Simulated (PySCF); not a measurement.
CH₇AlOSi.

```xyz
11

Al    -0.4112     0.0939    -0.3349
C     -1.7072    -1.3077    -0.7099
H     -2.4898    -0.9586    -1.4032
H     -2.2035    -1.6622     0.2105
H     -1.2279    -2.1946    -1.1603
O     -0.6709     1.5896    -1.1261
H     -0.1270     2.3784    -1.0507
Si     1.5115    -0.2003     1.1753
H      2.3570     1.0316     1.3089
H      2.4155    -1.3021     0.7043
H      1.0702    -0.5805     2.5586
```
Charge 0, spin multiplicity 1.

Geometry optimised at r2SCAN-D4/def2-SVP. Other conformers were not sampled.

Level of theory: PySCF with PBE0/pcSseg-1. Non-relativistic, no solvent.

Computed absolute GIAO shielding of each atom: isotropic value and principal components (ppm):
| atom | σ(iso) | σ11 | σ22 | σ33 | span |
|---|---|---|---|---|---|
| Al1 | 330.3 | 241.6 | 333.3 | 416.0 | 174.4 |
| C2 | 190.4 | 177.3 | 189.7 | 204.2 | 27.0 |
| H3 | 31.3 | 26.6 | 28.4 | 38.9 | 12.3 |
| H4 | 31.5 | 27.8 | 28.7 | 38.1 | 10.3 |
| H5 | 31.5 | 27.8 | 28.7 | 38.1 | 10.2 |
| O6 | 228.9 | 121.8 | 273.7 | 291.3 | 169.5 |
| H7 | 27.9 | 22.5 | 22.8 | 38.3 | 15.8 |
| Si8 | 490.6 | 478.9 | 487.7 | 505.1 | 26.1 |
| H9 | 28.4 | 25.4 | 26.1 | 33.8 | 8.4 |
| H10 | 28.3 | 25.4 | 26.1 | 33.3 | 7.9 |
| H11 | 28.3 | 25.4 | 26.1 | 33.3 | 7.9 |
